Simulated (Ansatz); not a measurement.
Consider the redistribution: `N[SiH2][SeH]` + `C#[C][Ti]([F])([F])[Cl]` → `[F][Ti]([F])([Cl])[SeH]` + `C#C[SiH2]N`.

Program: Ansatz. Geometries: PBE0-D4/def2-TZVP. ΔE: electronic, gas phase. CCSD(T)/CBS adds triple-zeta CCSD(T) − MP2 to the extrapolated MP2 energy (def2 sets, frozen cores). DFT in def2-TZVPP. For Se, Ti outer-core shells are correlated without core-valence functions, which leaves a few kJ/mol of doubt a bond. Scalar relativity is left out up to krypton. Each species was taken in one conformer, which may not be the lowest.

```csv
level,ΔE (kJ/mol)
B2PLYP,-54.0
PBE-QIDH,-50.2
```

(1) What does CCSD(T)/CBS give? (Estimate.)

(2) What do rigid-rotor, harmonic-oscillator terms from PBE0-D4/def2-TZVP frequencies (298.15 K, 1 bar) make of the CCSD(T)/CBS value? (Estimate.)

Largest T1 diagnostic among the species: 0.024, so the coupled-cluster value is less sure than usual.

## Answers

(1) The calculation gave: -47.0 kJ/mol. The listed levels differ from it by -7.0, -3.2 kJ/mol.

(2) Ansatz gave: ΔZPE = +0.4 kJ/mol, ΔH = -46.5 kJ/mol, ΔS = -2 J/(mol·K), ΔG = -45.9 kJ/mol.

In def2-TZVPP, CCSD(T) changes the Hartree–Fock value by −10.3 kJ/mol (the triples alone add −5.2 kJ/mol) and MP2 by −17.3 kJ/mol. At CCSD(T), def2-SVP lies +7.0 kJ/mol from the extrapolated value and def2-TZVPP +0.1 kJ/mol. Leaving LDA and LC-ωPBE aside and taking each functional with its dispersion term where it has one, the values, not all of them listed here, spread over 10.9 kJ/mol, from B2PLYP to ωB97X-V. LDA lies −4.6 kJ/mol from PBE without D4.
